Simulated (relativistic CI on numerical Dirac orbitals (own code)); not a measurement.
# Sc2+ (3d) in a crystal field

Calculated by Dirac-Coulomb-Breit CI, orbitals from a KLI potential per configuration, a model potential for QED, valence Slater integrals scaled by 0.65, one configuration in a parametric crystal field (own radial code).

Field parameters in Wybourne normalisation: D4h B²₀ = −7Ds, B⁴₀ = 21(Dq − Dt), B⁴₄ = 21√(5/14) Dq. The field is a parameter set, without covalency.

S is read from ⟨S²⟩ = S(S + 1).

Powder χT (cm³ K mol⁻¹) by Van Vleck's formula, with temperature-independent terms:

```
                                        Field     2 K     5 K    10 K   20 K   50 K  100 K  200 K  300 K
D4h, 10Dq = 14250, Ds = -1500, Dt = -210 cm⁻¹   0.362   0.363   0.363  0.365  0.369  0.377  0.392  0.407
 D4h, 10Dq = 14250, Ds = 3000, Dt = -210 cm⁻¹  0.0106  0.0265  0.0529  0.108  0.261  0.376  0.446  0.473
 D4h, 10Dq = 14250, Ds = 2590, Dt = -210 cm⁻¹  0.0106  0.0265  0.0529  0.108  0.261  0.376  0.446  0.474
 D4h, 10Dq = 14250, Ds = 2180, Dt = -210 cm⁻¹  0.0106  0.0265  0.0529  0.108  0.262  0.376  0.446  0.474
 D4h, 10Dq = 14250, Ds = 1770, Dt = -210 cm⁻¹  0.0106  0.0265   0.053  0.109  0.262  0.376  0.447  0.475
 D4h, 10Dq = 14250, Ds = 1360, Dt = -210 cm⁻¹  0.0106  0.0265   0.053  0.109  0.262  0.376  0.448  0.476
  D4h, 10Dq = 14250, Ds = 950, Dt = -210 cm⁻¹  0.0106  0.0265   0.053  0.109  0.262  0.377  0.449  0.479
  D4h, 10Dq = 14250, Ds = 550, Dt = -210 cm⁻¹  0.0106  0.0265   0.053  0.109  0.262  0.377  0.451  0.483
```

For D4h, 10Dq = 14250, Ds = 950, Dt = -210 cm⁻¹: what effective moment follows at 300 K?

μ_eff = √(8χT) = 1.96 μB. The ground level has S = 0.50; the spin-only moment for S = 1/2 is 1.73 μB. The difference comes from the orbital moment, spin-orbit mixing of terms and temperature-independent paramagnetism, all larger in this ionic model than in covalent complexes.
